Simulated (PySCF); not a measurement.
**Worked example: the barrier**

An elementary step of SiNH$_{3}$F$_{2}$, closed shell (SiNH₃F₂ ([NH2][SiH]([F])[F]) → SiF₂ + NH₃ (still joined by a long Si–N bond); bonds formed: N2–H3; bonds broken: Si1–H3; bonds weakened to dative contacts: Si1–N2). “Start” is the structure reached by relaxing down from the saddle towards the reactants; PBE0-D4/def2-TZVP structures. The saddle:

| atom | x (Å) | y (Å) | z (Å) |
| --- | --- | --- | --- |
| Si1 | -0.9744 | -0.2577 | -0.0267 |
| N2 | 0.8447 | 0.0165 | -0.1483 |
| H3 | 0.2305 | -1.1310 | -0.6703 |
| F4 | -1.1435 | -0.3233 | 1.5668 |
| F5 | -1.6479 | 1.1272 | -0.4692 |
| H6 | 1.4681 | -0.0056 | 0.6544 |
| H7 | 1.2226 | 0.5738 | -0.9069 |

PySCF 2.14 with density fitting (its default auxiliary sets; JK sets also for MP2 and CCSD(T)); basis: def2-TZVPP and def2-QZVPP; cores frozen in the correlated methods.

Energies in eV:

| quantity | saddle | start |
| --- | --- | --- |
| Hartree–Fock, triple zeta (X = 3) | -14807.47371 | -14811.69230 |
| Hartree–Fock, quadruple zeta (X = 4) | -14808.09232 | -14812.30450 |
| MP2 correlation, X = 3 | -23.36675 | -22.61085 |
| MP2 correlation, X = 4 | -25.45572 | -24.68627 |
| CCSD(T) correlation, X = 3 | -24.60496 | -23.78965 |

(1) Work out the barrier at the basis limit: extrapolate Hartree–Fock as E(X) = E∞ + A exp(−7.88 √X) and the MP2 correlation as E(X) = E∞ + B X^−2.97 (the exponents that Neese and Valeev fitted for def2-TZVPP and QZVPP), then add CCSD(T) − MP2 in triple zeta.

No T1 diagnostic of these runs exceeds 0.015. The restricted Hartree–Fock reference is unstable towards an unrestricted one at one or more of these structures.

Answers

(1) Each step is linear, so take the differences first (saddle − start): Hartree–Fock 4.21859 (X = 3) and 4.21218 (X = 4); MP2 correlation -0.75590 and -0.76945; CCSD(T) correlation -0.81531.
Two points give E∞ = E(4) + w [E(4) − E(3)], with w = 1/(exp(7.88 (2 − √3)) − 1) = 0.1377 for Hartree–Fock and w = 1/((4/3)^2.97 − 1) = 0.7407 for the correlation.
Hartree–Fock: 4.21218 + 0.1377 × (-0.00641) = 4.2113 eV.
MP2 correlation: -0.76945 + 0.7407 × (-0.01355) = -0.7795 eV.
CCSD(T) − MP2: -0.81531 − (-0.75590) = -0.0594 eV.
Sum: 4.2113 + (-0.7795) + (-0.0594) = 3.3724 eV, or 77.77 kcal/mol. Plain CCSD(T) in triple zeta gives 3.4033 eV, so the larger basis shifts the result by -0.0309 eV.

Losses and insertions of silylenes and their heavier kin drive the gas-phase chemistry of silicon and germanium vapour deposition.

Labels in which every atom is bracketed show which atoms are joined, not bond orders.

For scale, one of the runs: CCSD(T)/def2-TZVPP, 177 basis functions, launched by `OMP_NUM_THREADS=4 python run.py`. Time: 2.3 min of wall clock on 4 CPU threads of an Intel Xeon 6975P-C; the host was shared. Peak host memory: 2 GiB.
